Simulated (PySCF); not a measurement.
Si(OMe)2 (C2H6O2Si), SMILES CO[Si]OC (connectivity only; charge and spin as stated), neutral, multiplicity 1.

Geometry: B3LYP-D3(BJ)/def2-SVP. Other conformers were not sampled.

Method: B3LYP-D3(BJ)/def2-SVP in PySCF.

Frequencies are harmonic and unscaled.

```
mode  ν (cm⁻¹)  IR (km/mol)  moving atoms (share of kinetic energy)
----  --------  -----------  --------------------------------------
1           68          0.0                                  H 98 %
2          113          1.4                           H 82 %, O 9 %
3          142          4.5          C 50 %, H 27 %, Si 14 %, O 8 %
4          143          2.1                  O 56 %, H 33 %, C 11 %
5          195          9.8                 O 55 %, Si 23 %, H 14 %
6          246          3.1                  O 43 %, C 31 %, H 20 %
7          401         17.2         O 59 %, Si 16 %, C 16 %, H 10 %
8          732         77.7                 Si 42 %, O 36 %, C 15 %
9          748        104.3          Si 44 %, O 27 %, C 21 %, H 8 %
10        1129        408.3                  O 49 %, C 37 %, H 11 %
11        1141        104.5                  O 39 %, C 33 %, H 26 %
12        1174          2.2                          H 77 %, C 18 %
13        1180          0.6                          H 77 %, C 19 %
14        1194         37.8                  H 62 %, C 20 %, O 18 %
15        1208         74.3                  H 54 %, O 23 %, C 22 %
16        1459          3.6                           H 89 %, C 9 %
17        1468          1.6                                  H 96 %
18        1471          0.2                                  H 95 %
19        1476         15.2                          H 89 %, C 10 %
20        1480          2.4                                  H 96 %
21        1482          6.4                                  H 97 %
22        2988         86.9                                  H 97 %
23        3016         66.8                                  H 98 %
24        3068         37.2                           H 91 %, C 9 %
25        3089         29.3                          H 90 %, C 10 %
26        3095         34.2                          H 90 %, C 10 %
27        3116         18.0                          H 90 %, C 10 %
```
